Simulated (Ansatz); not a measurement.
Base molecule (SMILES): [Cl][Y]. Structures are relaxed separately at B3LYP-D3(BJ)/def2-TZVP in Ansatz (a first-principles code). Valence correlation only, unless marked. UHF or UKS for open shells. No spin-orbit coupling. Frozen are the shells of the preceding noble gas and the d and f shells that filled before the atom's block. In def2 rows, elements after Kr have scalar-relativistic effective core potentials. CBS marks a two-point X^-3 extrapolation of the correlation energy; Hartree-Fock from the larger set. Unstable Hartree-Fock reference: [Cl][Y], [Y][I], [Br][Y]. A spin state is the lowest found, not a proven ground state. Vertical energies are electronic, to the SCF solution reached for that spin. For linear members the cation may be one component of a degenerate state.

Levels, all with Ansatz: PBE/def2-TZVPD, and a column headed coupled cluster (CCSD(T) or an MP2 limit with a CCSD(T) correction), which has limits of its own: vertical ionisation energy to the doublet at CCSD(T)/CBS(def2-TZVPPD,def2-QZVPPD).

| property of the base | coupled cluster | PBE |
|---|---|---|
| vertical ionisation energy to the doublet (eV) | 6.56 | 6.48 |

**Question.** What happens with Cl replaced by I, giving [Y][I]? Give the coupled-cluster values, and the shifts at both levels.

**Answer.** vertical ionisation energy to the doublet 6.47 eV (-0.09; PBE -0.18).

**Question.** What happens with Cl replaced by Br, giving [Br][Y]? Give the coupled-cluster values, and the shifts at both levels.

**Answer.** vertical ionisation energy to the doublet 6.53 eV (-0.03; PBE -0.06).
